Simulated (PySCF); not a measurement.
An EPR property job and its printed output. Input:

```
{"job": {"kind": "epr", "basis": "pcH-1"}, "charge": 1, "multiplicity": 2}
C      2.192260    -0.387555     0.041530
C      0.755460    -0.033871    -0.019024
C      0.242802     1.191496     0.041388
C     -1.198790     1.525993     0.068286
O     -1.636722     2.631216     0.117571
C     -2.071503     0.300480     0.033912
C     -1.595498    -0.925991    -0.042138
C     -0.143326    -1.252097    -0.165394
O      0.278215    -2.341349    -0.378019
H      2.447852    -1.045008    -0.791553
H      2.398551    -0.957038     0.950891
H      2.814673     0.503196     0.030943
H      0.871813     2.074571     0.064617
H     -3.130322     0.530162     0.075152
H     -2.229878    -1.806215    -0.050075
```

Method: PySCF 2.14.0, UKS B3LYP, pcH-1 on C H O, non-relativistic, mean-field spin-orbit, GIAO. Geometry: GFN2-xTB; no solvent, vibrations or thermal averaging. Couplings are sensitive to structure, and on GFN2-xTB geometries they can be far from those on DFT ones, by a factor of two or more for some ions and for spin on atoms past the first row.

Output of the driver script. Atoms in this output count from 0.

```
UKS, coarse grid
  cycle   1  E = -420.15557096  |g| = 8.30e-01
  cycle   2  E = -418.21311678  |g| = 2.26e+00
  cycle   3  E = -420.32051491  |g| = 4.77e-01
  cycle   4  E = -420.27851389  |g| = 5.62e-01
  cycle   5  E = -420.44042203  |g| = 6.46e-02
  cycle   6  E = -420.44179672  |g| = 4.15e-02
  cycle   7  E = -420.44266265  |g| = 1.64e-02
  cycle   8  E = -420.44281822  |g| = 1.01e-02
  cycle   9  E = -420.44289872  |g| = 8.72e-03
  cycle  10  E = -420.44300306  |g| = 4.01e-03
  cycle  11  E = -420.44303296  |g| = 2.37e-03
  cycle  12  E = -420.44303774  |g| = 1.99e-03
  cycle  13  E = -420.44304401  |g| = 5.38e-04
UKS, final grid
  cycle   1  E = -420.44305207  |g| = 1.45e-03
  cycle   2  E = -420.44301828  |g| = 8.41e-03
  cycle   3  E = -420.44305312  |g| = 9.63e-04
  cycle   4  E = -420.44305345  |g| = 4.89e-04
  cycle   5  E = -420.44305361  |g| = 4.21e-04
  cycle   6  E = -420.44305389  |g| = 2.24e-04
  cycle   7  E = -420.44305393  |g| = 1.40e-04
  cycle   8  E = -420.44305394  |g| = 9.08e-05
  cycle   9  E = -420.44305395  |g| = 5.21e-05
  cycle  10  E = -420.44305395  |g| = 5.63e-05
  cycle  11  E = -420.44305395  |g| = 1.02e-05
E = -420.44305395 Eh   <S^2> = 0.7556 (exact 0.7500)
g shifts (ppm)      1          2          3
  rmc          -269       -269       -269
  gc             29         -4         64
  oz_so        -128        289       6072
  total        -369         16       5867
hyperfine (MHz)  atom isotope    a_iso     a_fc   dipolar eigenvalues
    0   13C       5.46       5.46     -5.19     -4.48      9.67
    1   13C      25.11      25.11    -13.75     -8.83     22.58
    2   13C      50.80      50.80    -11.94    -11.01     22.95
    3   13C     -36.87     -36.87    -13.61      0.61     13.00
    4   17O     -20.38     -20.38   -105.74     48.00     57.74
    5   13C      52.95      52.95    -10.64     -9.28     19.93
    6   13C      45.27      45.27     -9.49     -6.49     15.98
    7   13C     -28.18     -28.18    -10.80     -0.50     11.30
    8   17O     -14.69     -14.69    -76.58     36.13     40.45
    9    1H      15.71      15.71     -3.45      1.06      2.39
   10    1H      -4.70      -4.70     -2.17     -1.29      3.46
   11    1H       3.01       3.01     -3.39      0.45      2.95
   12    1H      71.06      71.06     -5.86     -0.28      6.14
   13    1H      63.13      63.13     -5.61      0.39      5.23
   14    1H      71.15      71.15     -4.62     -0.27      4.90
```

|g| in the SCF lines is the orbital gradient. In the g block, columns 1 to 3 are the principal axes in rising order; rmc is the relativistic mass correction, gc the gauge correction and oz_so the orbital-Zeeman/spin–orbit term. a_fc is the Fermi-contact part of a_iso, here all of it, since this run has no spin–orbit term in the hyperfine coupling.

Is the state sound, as far as the log shows?

The SCF converged after 24 cycles in all, 13 of them on the coarse grid; no stability test was run. The unrestricted determinant has ⟨S²⟩ = 0.7556 (exact 0.7500), so spin contamination is small.

What are the principal g values and g_iso?

Adding the total shifts to 2.002319 gives 2.00195, 2.00233, 2.00819; their mean shift is 1838 ppm, so g_iso = 2.00416.

Which couplings shape the isotropic spectrum at natural abundance (0.05 mT or more)? Keep the log's numbering.

atom 14 (1H, I = 1/2): 71.1 MHz = 2.54 mT in magnitude, a 1:1 doublet; atom 12 (1H, I = 1/2): 71.1 MHz = 2.53 mT in magnitude, a 1:1 doublet; atom 13 (1H, I = 1/2): 63.1 MHz = 2.25 mT in magnitude, a 1:1 doublet; atoms 9, 10, 11 (1H, I = 1/2): mean 4.7 MHz = 0.17 mT in magnitude, a 1:3:3:1 quartet. Together 32 lines to first order. Class means assume fast exchange of nuclei equivalent by connectivity; if that motion is slow, each nucleus keeps its own coupling. The three 1H nuclei of mean +4.7 MHz run from -4.7 to 15.7 MHz in the frozen geometry.

What are the principal values of the full tensor of atom 8 (17O)?

a_iso plus each dipolar eigenvalue: -91.27, 21.44, 25.76 MHz.

The species is `C[C+]1[CH]C(=O)C=CC1=O` [radical] (charge +1). The run used 285 basis functions and 7 iterations of the response equations. C3, the radical centre as drawn in `C[C+]1[CH]C(=O)C=CC1=O`, holds a spin population of +0.10 out of 1.

Hardware: one thread, Arm Neoverse V2 (aarch64), on a shared host. Cost: 80 s (grids of density and orbitals included), 1.1 GiB resident at most.
Labels such as C1 count atoms from 1, the log's own numbers from 0.
